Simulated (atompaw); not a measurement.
# What one change does to a pseudopotential (platinum, PAW (atompaw))

- Element: Pt
- Generator: atompaw 4.2.0.5
- Type: PAW
- Functional: PBE
- Relativity: scalar-relativistic
- Frozen core: [Kr] 4d10 4f14 5s2
- Valence charge: 16
- Reference configuration: 5p6 5d9 6s1 6p0
- Partial waves: 6s (bound): rc 1.95 bohr; 6s channel at 0.35 Ry: rc 1.95 bohr; 5p (bound): rc 1.50 bohr; 6p (bound, empty): rc 2.00 bohr; 5d (bound): rc 2.00 bohr; 5d channel at 0.95 Ry: rc 1.40 bohr
- Local potential: troulliermartins scheme with l = 3 at 0.5 Ry, radius 1.60 bohr
- Core correction: smooth core density matched at 1.30 bohr
- Augmentation charge: sinc compensation charge, radius 1.75 bohr; PAW radius 2.00 bohr; waves and projectors: custom polynom2 7 10 vanderbiltortho

All-electron outer shells of the reference configuration (PBE, scalar-relativistic, ld1.x):

```
shell  level (eV)  outermost node (bohr)  outermost maximum (bohr)
   5s     -101.82                   0.49                      0.87
   4f      -70.08                      –                      0.38
   5p      -56.02                   0.53                      0.98
   5d       -6.14                   0.57                      1.26
   6s       -5.66                   1.14                      2.38
   6p       -0.84                   1.36                      3.69
```

Change: reference 5p6 5d8 6s0 6p0.

Cutoffs: the cutoffs (Ry, on a coarse ladder) from which the occupation-weighted sum of valence levels, in a spherical-Bessel basis at the reference potential, stays within 10 and 1 mRy of its value at 400 Ry; they do not see the model core or the augmentation charge, which bear on the density cutoff.

Problem. What does the change do?

Solution. The potential gets neither clearly harder nor softer (40 Ry and 200 Ry → 40 Ry and 200 Ry); the bound ghosts move from s to d, s; the range in which the p phases agree narrows (upper end 1.5 → 0.3); the range in which the d phases agree widens (upper end -0.0 → 3.4).

| quantity | base | changed |
| --- | --- | --- |
| cutoff, loose | 40 Ry | 40 Ry |
| cutoff, tight | 200 Ry | 200 Ry |
| bound ghosts | s | s, d |
| s: phases at 2.01 bohr within 0.05 rad from the reference energy up to (Ry; the scan ends near 5) | to the end of the scan | to the end of the scan |
| p: phases at 2.01 bohr within 0.05 rad from the reference energy up to (Ry; the scan ends near 5) | 1.5 | 0.3 |
| d: phases at 2.01 bohr within 0.05 rad from the reference energy up to (Ry; the scan ends near 5) | -0.0 | 3.4 |
| lowest overlap eigenvalue by channel | s 0.28, p 0.72, d 0.23 | s 0.34, p 0.73, d 0.99 |

 A true bound ghost makes a file unfit for plane-wave use even where its test errors are small: the radial tests pick states by their node count and pass the ghost by. The cutoffs see the waves, projectors and local potential, not the compensation charge or the core.
